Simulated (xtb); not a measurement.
CH3Be, SMILES [Be+][CH3], charge +1. All values are semi-empirical tight-binding results from xtb (GFN2-xTB unless named), good for trends rather than for accurate numbers. Geometry optimised at GFN2-xTB. The multiplicity is an assumed one; other spin states were not compared. The isomer is the one that the SMILES or the coordinates give; other isomers of the formula were not compared.

Optimised geometry:

Bonds (Å): Be1–C2 1.659, C2–H3 1.106, C2–H4 1.106, C2–H5 1.106. Angles (°): Be1–C2–H3 115.8, Be1–C2–H4 115.8, Be1–C2–H5 115.8, H3–C2–H4 102.5, H3–C2–H5 102.5, H4–C2–H5 102.5.
Charge +1, spin multiplicity 1.

For metal compounds this method's bond lengths and energies can be far off.

Q: Estimate the properties. (An estimate is asked for; the answer gives what the named calculation found.)

A: 
The point group as xtb finds it is C3v and the orbital gap is 3.33 eV. The zero-point energy comes out as 20.1 kcal/mol and the G − E(el) at 298.15 K (modified RRHO) is 6.9 kcal/mol.

Computed IR lines (harmonic; lines under 4 % of the strongest left out, lines within 3 cm⁻¹ merged):
ν (cm⁻¹): 451 (vs), 845 (w), 1284 (w), 2811 (w) (against the strongest line: vs over 80 %, s over 45 %, m over 15 %, w over 4 %, vw less)

Q: Give the atomic charges and the Wiberg bond orders between heavy atoms. (Estimate from the structure and the level; the computed values follow.)

A: charges (e) Be1 0.61, C2 -0.28, H3 0.22, H4 0.22, H5 0.22. Bond orders Be1–C2 1.49.
